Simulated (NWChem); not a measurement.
# Basis-set dependence for silene (CH₄Si)

```xyz
6

C      0.0000     0.0000    -1.1569
Si     0.0000     0.0000     0.5507
H      0.9266     0.0000    -1.7379
H     -0.9266     0.0000    -1.7379
H     -1.2496     0.0000     1.3539
H      1.2496     0.0000     1.3539
```
Charge 0, spin multiplicity 1.

Program: NWChem. All single points use one geometry, from PBE0/def2-SVP, a minimum by its harmonic frequencies.

Hartree-Fock energies in Ha, correlation energies in mHa.

The correlated methods keep 6 core orbitals frozen. Coupled-cluster values serve here as a point of comparison, not as the truth.

```csv
basis,functions,RHF,MP2,SCS-MP2,CCSD,CCSD+T(CCSD),CCSD(T),RI-MP2,CR-CCSD[T],CR-CCSD(T)
STO-3G,18,-325.21695,-121.2,-132.2,-161.1,-163.0,-162.7,not run,not run,not run
cc-pVDZ,52,-329.05808,-244.0,-250.4,-278.2,-288.5,-288.2,-243.9,-286.4,-286.1
cc-pVTZ,120,-329.08590,-296.4,-306.2,-326.4,-341.5,-341.0,-296.4,-338.4,-338.1
```

From cc-pVDZ to cc-pVTZ the Hartree-Fock energy moves by -27.8 mHa and the MP2 correlation energy by -52.4 mHa, which is 18 % of its value in the larger set.
